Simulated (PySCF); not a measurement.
H$_{3}$ClSi, triplet, at the geometry of the source list (a higher spin typed on purpose: for a closed-shell molecule this is an excited state); CCSD(T)/6-31G** (PySCF).

The PySCF input:
```python
from pyscf import gto, scf, cc

mol = gto.Mole()
mol.atom = '''
    Si   -0.12910000   -0.00570000   -0.00460000
    Cl    1.87810000    0.08360000    0.06760000
    H    -0.50430000   -0.99840000   -1.00530000
    H    -0.63000000    1.31380000   -0.37260000
    H    -0.61480000   -0.39330000    1.31500000
'''
mol.basis = '6-31g**'
mol.spin = 2
mol.verbose = 4
mol.build()

mf = scf.UHF(mol)
mf.kernel()

mycc = cc.CCSD(mf)
mycc.kernel()
et = mycc.ccsd_t()
print('E(CCSD(T)) = %.10f' % (mycc.e_tot + et))
```

Problem. Write the output that PySCF gives for this input, abridged.

Solution. 
```
PySCF version 2.14.0

[INPUT] verbose = 4
[INPUT] num. atoms = 5
[INPUT] num. electrons = 34
[INPUT] charge = 0
[INPUT] spin (= nelec alpha-beta = 2S) = 2
[INPUT] symmetry False subgroup None
[INPUT] Mole.unit = angstrom
[INPUT] Symbol           X                Y                Z      unit          X                Y                Z       unit  Magmom
[INPUT]  1 Si    -0.129100000000  -0.005700000000  -0.004600000000 AA   -0.243963642681  -0.010771438910  -0.008692740173 Bohr   0.0
[INPUT]  2 Cl     1.878100000000   0.083600000000   0.067600000000 AA    3.549094634546   0.157981104014   0.127745486021 Bohr   0.0
[INPUT]  3 H     -0.504300000000  -0.998400000000  -1.005300000000 AA   -0.952988884618  -1.886702562766  -1.899741673025 Bohr   0.0
[INPUT]  4 H     -0.630000000000   1.313800000000  -0.372600000000 AA   -1.190527458476   2.482722182454  -0.704111954013 Bohr   0.0
[INPUT]  5 H     -0.614800000000  -0.393300000000   1.315000000000 AA   -1.161803621383  -0.743229284791   2.484989853803 Bohr   0.0

nuclear repulsion = 88.085674634342
number of shells = 25
number of NR pGTOs = 123
number of NR cGTOs = 51
basis = 6-31g**
ecp = {}

******** <class 'pyscf.scf.uhf.UHF'> ********
method = UHF
initial guess = minao
damping factor = 0
level_shift factor = 0
DIIS = <class 'pyscf.scf.diis.CDIIS'>
diis_start_cycle = 1
diis_space = 8
diis_damp = 0
SCF conv_tol = 1e-09
SCF conv_tol_grad = None
SCF max_cycles = 50
direct_scf = True
direct_scf_tol = 1e-13
number electrons alpha = 18  beta = 16
Set gradient conv threshold to 3.16228e-05
init E= -750.098176553325

cycle= 1 E= -749.828551326774  delta_E= 0.27  |g|= 0.205  |ddm|= 3.41

cycle= 2 E= -749.865407307667  delta_E= -0.0369  |g|= 0.0981  |ddm|= 0.635

cycle= 3 E= -749.872665864496  delta_E= -0.00726  |g|= 0.0312  |ddm|= 0.152

cycle= 4 E= -749.875430712748  delta_E= -0.00276  |g|= 0.021  |ddm|= 0.139

cycle= 5 E= -749.876790614813  delta_E= -0.00136  |g|= 0.0175  |ddm|= 0.0625

cycle= 6 E= -749.878524184437  delta_E= -0.00173  |g|= 0.0179  |ddm|= 0.0819

cycle= 7 E= -749.878221024938  delta_E= 0.000303  |g|= 0.0178  |ddm|= 0.0195

cycle= 8 E= -749.874719786006  delta_E= 0.0035  |g|= 0.0155  |ddm|= 0.297

cycle= 9 E= -749.87212039098  delta_E= 0.0026  |g|= 0.0138  |ddm|= 0.302

cycle= 10 E= -749.868610722215  delta_E= 0.00351  |g|= 0.0258  |ddm|= 0.482

cycle= 11 E= -749.873275128001  delta_E= -0.00466  |g|= 0.0125  |ddm|= 0.588

cycle= 12 E= -749.873222579993  delta_E= 5.25e-05  |g|= 0.0158  |ddm|= 0.0699

cycle= 13 E= -749.874969998987  delta_E= -0.00175  |g|= 0.0169  |ddm|= 0.21

cycle= 14 E= -749.875316595751  delta_E= -0.000347  |g|= 0.0167  |ddm|= 0.032

cycle= 15 E= -749.875914195919  delta_E= -0.000598  |g|= 0.0172  |ddm|= 0.0824

cycle= 16 E= -749.876129924231  delta_E= -0.000216  |g|= 0.0172  |ddm|= 0.0196

cycle= 17 E= -749.877008106531  delta_E= -0.000878  |g|= 0.0184  |ddm|= 0.13

cycle= 18 E= -749.876949575908  delta_E= 5.85e-05  |g|= 0.0182  |ddm|= 0.0117

cycle= 19 E= -749.87055696782  delta_E= 0.00639  |g|= 0.016  |ddm|= 0.765

cycle= 20 E= -749.868763113321  delta_E= 0.00179  |g|= 0.0174  |ddm|= 0.345

cycle= 21 E= -749.877044621324  delta_E= -0.00828  |g|= 0.0144  |ddm|= 1.04

cycle= 22 E= -749.87885847673  delta_E= -0.00181  |g|= 0.0169  |ddm|= 0.25

cycle= 23 E= -749.878287989153  delta_E= 0.00057  |g|= 0.0177  |ddm|= 0.0472
cycle= 24 E= -749.880137790507  delta_E= -0.00185  |g|= 0.0197  |ddm|= 0.196

cycle= 25 E= -749.874353189522  delta_E= 0.00578  |g|= 0.0143  |ddm|= 0.595

cycle= 26 E= -749.874678010975  delta_E= -0.000325  |g|= 0.0145  |ddm|= 0.0406

cycle= 27 E= -749.87325357458  delta_E= 0.00142  |g|= 0.0144  |ddm|= 0.215

cycle= 28 E= -749.872808762866  delta_E= 0.000445  |g|= 0.0158  |ddm|= 0.0579

cycle= 29 E= -749.86949610104  delta_E= 0.00331  |g|= 0.0238  |ddm|= 0.51

cycle= 30 E= -749.873755481589  delta_E= -0.00426  |g|= 0.0183  |ddm|= 0.695

cycle= 31 E= -749.873741491965  delta_E= 1.4e-05  |g|= 0.0181  |ddm|= 0.00346

cycle= 32 E= -749.87415769441  delta_E= -0.000416  |g|= 0.0186  |ddm|= 0.0486

cycle= 33 E= -749.873370718025  delta_E= 0.000787  |g|= 0.0176  |ddm|= 0.109

cycle= 34 E= -749.875698761022  delta_E= -0.00233  |g|= 0.0182  |ddm|= 0.276

cycle= 35 E= -749.875397014195  delta_E= 0.000302  |g|= 0.0178  |ddm|= 0.0367

cycle= 36 E= -749.875151021176  delta_E= 0.000246  |g|= 0.0173  |ddm|= 0.028

cycle= 37 E= -749.87464665135  delta_E= 0.000504  |g|= 0.0164  |ddm|= 0.0669

cycle= 38 E= -749.86934474205  delta_E= 0.0053  |g|= 0.0208  |ddm|= 0.81

cycle= 39 E= -749.873582764731  delta_E= -0.00424  |g|= 0.014  |ddm|= 0.601

cycle= 40 E= -749.875292853803  delta_E= -0.00171  |g|= 0.0157  |ddm|= 0.223

cycle= 41 E= -749.873017260832  delta_E= 0.00228  |g|= 0.0145  |ddm|= 0.32

cycle= 42 E= -749.872343141702  delta_E= 0.000674  |g|= 0.0157  |ddm|= 0.088

cycle= 43 E= -749.874487802939  delta_E= -0.00214  |g|= 0.0151  |ddm|= 0.274

cycle= 44 E= -749.874639291732  delta_E= -0.000151  |g|= 0.0146  |ddm|= 0.054

cycle= 45 E= -749.875442194104  delta_E= -0.000803  |g|= 0.0159  |ddm|= 0.105

cycle= 46 E= -749.875862991182  delta_E= -0.000421  |g|= 0.0161  |ddm|= 0.0611

cycle= 47 E= -749.874233660982  delta_E= 0.00163  |g|= 0.0122  |ddm|= 0.223

cycle= 48 E= -749.874375899401  delta_E= -0.000142  |g|= 0.0115  |ddm|= 0.0916

cycle= 49 E= -749.874263186468  delta_E= 0.000113  |g|= 0.0116  |ddm|= 0.0468

cycle= 50 E= -749.872802249172  delta_E= 0.00146  |g|= 0.0101  |ddm|= 0.247
SCF not converged.
SCF energy = -749.872802249172 after 50 cycles  <S^2> = 2.023354  2S+1 = 3.0155292

******** <class 'pyscf.cc.uccsd.UCCSD'> ********
CC2 = 0
CCSD nocc = (np.int64(18), np.int64(16)), nmo = (51, 51)
max_cycle = 50
direct = 0
conv_tol = 1e-07
conv_tol_normt = 1e-06
diis_space = 6
diis_start_cycle = 0
diis_start_energy_diff = 1e+09
Init t2, MP2 energy = -0.246180125676417
Init E_corr(UCCSD) = -0.246361457312144
cycle = 1  E_corr(UCCSD) = -0.267123636058333  dE = -0.0207621787  norm(t1,t2) = 0.0959277
cycle = 2  E_corr(UCCSD) = -0.2753965652954  dE = -0.00827292924  norm(t1,t2) = 0.0548716
cycle = 3  E_corr(UCCSD) = -0.28133253786608  dE = -0.00593597257  norm(t1,t2) = 0.047192
cycle = 4  E_corr(UCCSD) = -0.286382240201068  dE = -0.00504970233  norm(t1,t2) = 0.0312344
cycle = 5  E_corr(UCCSD) = -0.28706254591165  dE = -0.000680305711  norm(t1,t2) = 0.0204797
cycle = 6  E_corr(UCCSD) = -0.288160076184451  dE = -0.00109753027  norm(t1,t2) = 0.00741095
cycle = 7  E_corr(UCCSD) = -0.288012225248256  dE = 0.000147850936  norm(t1,t2) = 0.00265226
cycle = 8  E_corr(UCCSD) = -0.288163419765666  dE = -0.000151194517  norm(t1,t2) = 0.00126975
cycle = 9  E_corr(UCCSD) = -0.288102109412996  dE = 6.13103527e-05  norm(t1,t2) = 0.000647711
cycle = 10  E_corr(UCCSD) = -0.288098276125567  dE = 3.83328743e-06  norm(t1,t2) = 0.000323076
cycle = 11  E_corr(UCCSD) = -0.288097465222598  dE = 8.10902969e-07  norm(t1,t2) = 0.000215438
cycle = 12  E_corr(UCCSD) = -0.288100525111279  dE = -3.05988868e-06  norm(t1,t2) = 0.000142032
cycle = 13  E_corr(UCCSD) = -0.288100978810341  dE = -4.53699062e-07  norm(t1,t2) = 8.3086e-05
cycle = 14  E_corr(UCCSD) = -0.288098910603175  dE = 2.06820717e-06  norm(t1,t2) = 4.89274e-05
cycle = 15  E_corr(UCCSD) = -0.288098559066247  dE = 3.51536928e-07  norm(t1,t2) = 3.53702e-05
cycle = 16  E_corr(UCCSD) = -0.288098066906041  dE = 4.92160206e-07  norm(t1,t2) = 3.12859e-05
cycle = 17  E_corr(UCCSD) = -0.288097720778309  dE = 3.46127732e-07  norm(t1,t2) = 2.96676e-05
cycle = 18  E_corr(UCCSD) = -0.288097262168213  dE = 4.58610096e-07  norm(t1,t2) = 2.89935e-05
cycle = 19  E_corr(UCCSD) = -0.288096770758405  dE = 4.91409809e-07  norm(t1,t2) = 2.83208e-05
cycle = 20  E_corr(UCCSD) = -0.288096248341598  dE = 5.22416806e-07  norm(t1,t2) = 2.76803e-05
cycle = 21  E_corr(UCCSD) = -0.28809580821336  dE = 4.40128238e-07  norm(t1,t2) = 2.6361e-05
cycle = 22  E_corr(UCCSD) = -0.288095613106121  dE = 1.95107239e-07  norm(t1,t2) = 2.25822e-05
cycle = 23  E_corr(UCCSD) = -0.288096118384714  dE = -5.05278593e-07  norm(t1,t2) = 1.57624e-05
cycle = 24  E_corr(UCCSD) = -0.288096466124015  dE = -3.47739301e-07  norm(t1,t2) = 7.90556e-06
cycle = 25  E_corr(UCCSD) = -0.288096708743304  dE = -2.42619288e-07  norm(t1,t2) = 4.99247e-06
cycle = 26  E_corr(UCCSD) = -0.288096865117132  dE = -1.56373828e-07  norm(t1,t2) = 3.32478e-06
cycle = 27  E_corr(UCCSD) = -0.288097018532782  dE = -1.53415649e-07  norm(t1,t2) = 2.35156e-06
cycle = 28  E_corr(UCCSD) = -0.288097109794845  dE = -9.12620637e-08  norm(t1,t2) = 1.20721e-06
cycle = 29  E_corr(UCCSD) = -0.288097091790235  dE = 1.80046099e-08  norm(t1,t2) = 5.08198e-07
UCCSD converged
E(UCCSD) = -750.1608993409624  E_corr = -0.2880970917902353
UCCSD(T) correction = -0.0101661213428337
E(CCSD(T)) = -750.1710654623
```

The run did not converge; its last values are not results.
